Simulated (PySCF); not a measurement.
Gas-phase reaction: GeH3F + 2 GeF4 ⇌ 3 GeHF3

Method: PySCF energies plus ideal-gas RRHO corrections (1 bar). † marks an energy on the PBE0/def2-TZVP geometry and frequencies; other levels use their own. 6-31G* has spherical d functions here. All species are closed-shell singlets. B3LYP is the form with VWN-RPA correlation. Ge: all electrons, no relativistic terms. GeHF3: computed as isolated molecules; such fragments, hydroxides, amides, oligomers or adducts are transient or little studied in the gas. The harmonic model lacks anharmonicity and excited electronic states, which grow with temperature; levels with a mode under 35 cm⁻¹ are left out.

ΔH° and ΔS° at 298 K: B3LYP/def2-TZVP† -55 kJ, 26 J/K; HF/6-31G* -47 kJ, 26 J/K; M06-2X/def2-TZVP† -50 kJ, 26 J/K; PBE0/def2-TZVP -50 kJ, 26 J/K; ωB97X-V/def2-TZVP† -50 kJ, 26 J/K.

**Question.** With the heat capacities included, give log10 K (1 bar) at 600, 1000, 1200, 1400, 2000 K from B3LYP/def2-TZVP†, HF/6-31G*, M06-2X/def2-TZVP†, PBE0/def2-TZVP, ωB97X-V/def2-TZVP†.

**Answer.** 
| T (K) | B3LYP/def2-TZVP† | HF/6-31G* | M06-2X/def2-TZVP† | PBE0/def2-TZVP | ωB97X-V/def2-TZVP† |
|---|---|---|---|---|---|
| 600 | 6.2 | 5.4 | 5.7 | 5.7 | 5.7 |
| 1000 | 4.2 | 3.8 | 4.0 | 3.9 | 4.0 |
| 1200 | 3.8 | 3.4 | 3.5 | 3.5 | 3.5 |
| 1400 | 3.4 | 3.1 | 3.2 | 3.2 | 3.2 |
| 2000 | 2.8 | 2.5 | 2.7 | 2.6 | 2.7 |
